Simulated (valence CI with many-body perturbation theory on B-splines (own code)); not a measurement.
Results of a calculation; reference values are marked as such.
# Ar⁵⁺: what the settings do

Level of theory: valence CI with perturbative core correlation (CI+MBPT): three valence electrons over a frozen Dirac-Fock core [Ne], a basis of 6 s, 6 p, 5 d, 3 f, 1 g functions for each j, with the one-electron correlation potential Σ1 (screened to all orders), the two-electron term Σ2, the three-electron term Σ3, Breit, model QED; selected single and double excitations, second order for the rest (own B-spline code, finite nucleus).

Set against measurement, 23 paired levels are off by 167 cm⁻¹ on average, the worst by 336. These come from a selection out of Saloman, J. Phys. Chem. Ref. Data 39, 033101 (2010). Levels without a partner in it may be off by more.

The reference run has the lowest level 3s2 3p 2P°_1/2 and an ionisation energy of 91.2756 eV. Its largest variational space holds 3365 state functions.

Names give the largest LS component (configuration and term), which can be under half, so a name can repeat, a term be missing and a line seem to break the LS rules; names also repeat where a configuration has a term twice.

Changed runs:
A. logarithmic knot step 0.27 → 0.33
B. lowest core n in screening and Σ2 1 → 1
C. highest l with Σ1, explicit Σ2 and valence Breit (higher l get mean screening factors) 3 → 1
D. cutoff of virtual states (hartree) 648 → 10.67 (bad on purpose)

Excitation energies of the reference run in cm⁻¹, and shifts in cm⁻¹:

```csv
Level,Reference,A,B,C,D
3s2 3p 2P°_3/2,2210,-0.1,0,+0.3,-9.1
3s 3p2 4P_1/2,99946,+1.6,0,-193,+272
3s 3p2 4P_3/2,100746,+1.5,0,-193,+269
3s 3p2 4P_5/2,101984,+1.5,0,-192,+264
3s 3p2 2D_3/2,132455,+1.0,0,+334,+184
3s 3p2 2D_5/2,132567,+1.0,0,+334,+184
3s 3p2 2S_1/2,170140,+1.8,0,+103,+360
3s 3p2 2P_1/2,182474,+1.7,0,+550,+459
3s 3p2 2P_3/2,183870,+1.6,0,+554,+455
3s2 3d 2D_3/2,218859,-2.2,0,-3138,-358
3s2 3d 2D_5/2,218921,-2.2,0,-3151,-362
3p3 2D°_3/2,259906,+1.8,0,+442,+330
Ionisation energy (eV),91.2756,-0.0006,0,-0.0613,-0.1541
```

No effect on these energies: B.
